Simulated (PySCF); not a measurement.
## SMILES C#C/C(=C/Cl)C(=O)O, C₅H₃ClO₂

Geometry (Å), atoms numbered from 1 in this order:
```xyz
11

C     1.609    1.527   -1.013
C     1.666    0.304   -1.054
C     1.744   -1.123   -1.105
C     2.983   -1.683   -1.280
Cl    3.394   -3.344   -1.374
C     0.428   -1.835   -0.950
O    -0.622   -1.247   -0.768
O     0.517   -3.182   -1.034
H     1.548    2.606   -0.976
H     3.857   -1.020   -1.374
H    -0.404   -3.501   -0.915
```

Method: UKS PBE/def2-SVP four-point reorganisation energy, gas phase in PySCF. Geometry: PBE/def2-SVP.

The conformer changes in this relaxation, which adds to the reorganisation energy.

Task: What is the inner reorganisation energy for hole transfer, with the ionisation energy?

Result: λ = 0.290 (surface of the oxidised species) + 0.224 (surface of the starting species) = 0.514 eV. The ionisation energy is 8.92 eV vertical and 8.63 eV adiabatic without zero-point energy; at the relaxed geometry of the oxidised species the two energies differ by 8.40 eV. Largest bond changes: C4–Cl5 1.714 → 1.668 Å, C3–C4 1.371 → 1.407 Å, C2–C3 1.430 → 1.395 Å, C6–O8 1.353 → 1.319 Å, C3–C6 1.504 → 1.518 Å. ⟨S²⟩ of the relaxed oxidised species 0.754.

The conformer changes in this relaxation, which adds to the reorganisation energy.

Task: What is the inner reorganisation energy for electron transfer, with the electron affinity?

Result: λ = 0.350 (surface of the reduced species) + 0.750 (surface of the starting species) = 1.100 eV. The electron affinity is 0.09 eV vertical and 0.44 eV adiabatic without zero-point energy; at the relaxed geometry of the reduced species the two energies differ by 1.19 eV. Largest bond changes: C4–Cl5 1.714 → 1.810 Å, C3–C4 1.371 → 1.436 Å, C3–C6 1.504 → 1.451 Å, C6–O8 1.353 → 1.390 Å, C6–O7 1.217 → 1.242 Å. ⟨S²⟩ of the relaxed reduced species 0.753.

The highest occupied orbital of the reduced species is unbound in this basis, so its energies are rough.
